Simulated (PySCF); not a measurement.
# Radial density of Cr¹⁵⁺ (chromium, charge +15)

TPSSh, [He] 2s2 2p5, 2P determinant. Computed with PySCF 2.14 in an uncontracted even-tempered set (18 s from 2.4 bohr⁻², ratio 2.2; 11 p from 3.1 bohr⁻², ratio 2.2; 6 d from 18 bohr⁻², ratio 2.4; 5 f from 27 bohr⁻², ratio 2.4; 5 g from 40 bohr⁻², ratio 2.4), with no relativity, point nucleus.

| r (bohr) | 4πr²ρ (e/bohr) | 4πr²(ρα − ρβ) |
| --- | --- | --- |
| 0.00102 | 0.1147 | 0.0000 |
| 0.00171 | 0.3139 | 0.0000 |
| 0.00288 | 0.8397 | 0.0001 |
| 0.00484 | 2.163 | 0.0002 |
| 0.00813 | 5.223 | 0.0009 |
| 0.0137 | 11.33 | 0.0052 |
| 0.0230 | 20.55 | 0.0316 |
| 0.0387 | 27.82 | 0.1745 |
| 0.0651 | 24.82 | 0.7693 |
| 0.110 | 19.35 | 2.3271 |
| 0.184 | 25.75 | 3.8503 |
| 0.310 | 18.39 | 2.3876 |
| 0.521 | 2.577 | 0.3044 |
| 0.877 | 0.02544 | 0.0028 |
